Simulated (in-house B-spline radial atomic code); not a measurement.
# RPA and G0W0 on HSE06: Re7+

Configuration [Xe] 4f14, mean-field start HSE06. Computed with a B-spline radial code for spherical atoms: all electrons, scalar-relativistic (spin-free one-electron X2C), finite nucleus, each spin shell either full or empty, empty states to l = 9 with an (l + 1/2)⁻⁴ tail; G0W0 by contour deformation at full frequency.

Without the two-electron picture change, the correlation of inner shells comes somewhat too large for so heavy an element.

Command:
```bash
python run_gw.py task.json out
```
Settings (radii: box in bohr, nucleus in fm):
```
Z                        75
electrons                68
configuration            [Xe] 4f14
hamiltonian              x2c
method                   hse06
lmax                     9
rms_radius               5.3698
spin_polarised           False
box_radius               8.41
intervals                66
```

Time taken, with all properties: 6.7 s on 1 thread of Arm Neoverse N1, on a shared host.

Energies (hartree):

```json
{"term": "mean-field total", "value": "-16682.40631"}
{"term": "Hartree-Fock functional on these orbitals", "value": "-16677.76965"}
{"term": "direct second order", "value": "-7.1304"}
{"term": "second-order exchange", "value": "1.7735"}
{"term": "SOSEX correction", "value": "1.6622"}
```

(1) What is the RPA correlation energy, and what remains with SOSEX?

Quasi-particle levels (eV):

```
level  occupied  mean field  Σx - vxc     Σc  QP weight     G0W0
   5p       yes     -140.68     -7.28      ?          ?        ?
   4f       yes     -142.73    -15.06   4.17      0.949  -153.62
   5d        no      -87.68      7.25  -1.95      0.978   -82.38
```

G0W0 = mean field + (Σx - vxc) + Σc, with Σc (partial-wave tail included) taken at the quasi-particle energy. Only the outer levels were computed. Levels of low weight are left out.

(2) Where does G0W0 put 5p?

Results:

(1) RPA gives -6.2196 hartree (-2.49 eV per electron); RPA + SOSEX gives -4.5574, and the second-order doubles -5.3569 hartree (no singles). SOSEX takes back 27 % of the RPA value.

(2) At -148.83 eV, with Σc = -0.88 eV and a quasi-particle weight of 0.969. The tabulated removal energy is 144.4 ± 0.4 eV (NIST, semi-empirical); the calculation leaves out spin-orbit coupling, Breit and QED terms, and what these don't explain is the method's own error.
